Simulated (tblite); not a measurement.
Compound: C6H8OP2.
Numbering: `[CH3:1][O:2][c:3]1[p:4][cH:5][cH:6][c:7]([CH3:8])[p:9]1` (hydrogens: H10, H11, H12 on C1; H13 on C5; H14 on C6; H15, H16, H17 on C8)

Computed with GFN2-xTB (tblite), gas phase: L-BFGS steps from a force-field or distance-geometry start until the largest atomic force falls under 0.01 eV/Å.

Geometry at step 2:
```
atom  x, y, z in Å
C1      3.5618    0.1689   -0.0090
O2      2.4957    1.0785    0.2379
C3      1.2671    0.4524    0.2516
P4      1.1276   -1.3141   -0.0244
C5     -0.5641   -1.7598    0.0532
C6     -1.6880   -0.9890    0.2714
C7     -1.5938    0.3697    0.4950
C8     -2.8893    1.1227    0.6896
P9     -0.1702    1.4382    0.5364
H10     3.9111   -0.2889    0.9205
H11     3.1383   -0.5922   -0.6574
H12     4.3847    0.6937   -0.4736
H13    -0.6969   -2.8279   -0.1002
H14    -2.6677   -1.4370    0.2847
H15    -3.5755    0.5701    1.3362
H16    -2.6984    2.1142    1.1055
H17    -3.3496    1.2125   -0.2776
```

Q: Give the atomic forces at this geometry.

A: 
```json
{"atom": "C1", "Fx (eV/Å)": "-0.411", "Fy (eV/Å)": "0.422", "Fz (eV/Å)": "0.248"}
{"atom": "O2", "Fx (eV/Å)": "-0.834", "Fy (eV/Å)": "-0.763", "Fz (eV/Å)": "0.001"}
{"atom": "C3", "Fx (eV/Å)": "-0.655", "Fy (eV/Å)": "-0.692", "Fz (eV/Å)": "-0.031"}
{"atom": "P4", "Fx (eV/Å)": "-0.288", "Fy (eV/Å)": "0.068", "Fz (eV/Å)": "0.219"}
{"atom": "C5", "Fx (eV/Å)": "0.344", "Fy (eV/Å)": "0.054", "Fz (eV/Å)": "-0.056"}
{"atom": "C6", "Fx (eV/Å)": "0.950", "Fy (eV/Å)": "0.306", "Fz (eV/Å)": "0.018"}
{"atom": "C7", "Fx (eV/Å)": "0.194", "Fy (eV/Å)": "0.659", "Fz (eV/Å)": "0.142"}
{"atom": "C8", "Fx (eV/Å)": "0.419", "Fy (eV/Å)": "-0.117", "Fz (eV/Å)": "0.351"}
{"atom": "P9", "Fx (eV/Å)": "0.084", "Fy (eV/Å)": "-0.035", "Fz (eV/Å)": "0.060"}
{"atom": "H10", "Fx (eV/Å)": "-0.111", "Fy (eV/Å)": "-0.025", "Fz (eV/Å)": "0.053"}
{"atom": "H11", "Fx (eV/Å)": "0.596", "Fy (eV/Å)": "-0.290", "Fz (eV/Å)": "-0.375"}
{"atom": "H12", "Fx (eV/Å)": "0.056", "Fy (eV/Å)": "0.270", "Fz (eV/Å)": "-0.120"}
{"atom": "H13", "Fx (eV/Å)": "0.061", "Fy (eV/Å)": "0.076", "Fz (eV/Å)": "-0.016"}
{"atom": "H14", "Fx (eV/Å)": "-0.060", "Fy (eV/Å)": "-0.159", "Fz (eV/Å)": "-0.016"}
{"atom": "H15", "Fx (eV/Å)": "0.142", "Fy (eV/Å)": "0.115", "Fz (eV/Å)": "-0.008"}
{"atom": "H16", "Fx (eV/Å)": "-0.136", "Fy (eV/Å)": "-0.124", "Fz (eV/Å)": "-0.086"}
{"atom": "H17", "Fx (eV/Å)": "-0.352", "Fy (eV/Å)": "0.235", "Fz (eV/Å)": "-0.385"}
```

The largest, 1.13 eV/Å, acts on O2; the rms over all components is 0.337 eV/Å. The forces sum to zero within rounding, as they must for an isolated molecule in no field.

Q: Give the force on O2 in Eh/bohr and in nN.

A: 1.130 eV/Å ÷ 51.422 = 0.02198 Eh/bohr, and 1.130 eV/Å × 1.602 = 1.81 nN.

Q: How far is this geometry from the end of the optimisation?

A: 0.466 eV above it, and 0.264 Å rms away after alignment. The bonds farthest from their final lengths, with half the difference of the two atoms' forces along the bond (positive lengthens):

```tsv
bond	now (Å)	final (Å)	force along bond (eV/Å)
C3–P4	1.793	1.745	-0.41
C7–P9	1.780	1.741	-0.25
C1–O2	1.423	1.402	-0.24
P4–C5	1.751	1.734	-0.31
O2–C3	1.379	1.362	-0.10
C8–H17	1.075	1.090	+0.51
```

The angle farthest from its final value is P4–C3–P9, 120.8° against 131.5°.

Of the 6 listed bonds off by 0.010 Å or more, this force points towards the final length in 6.
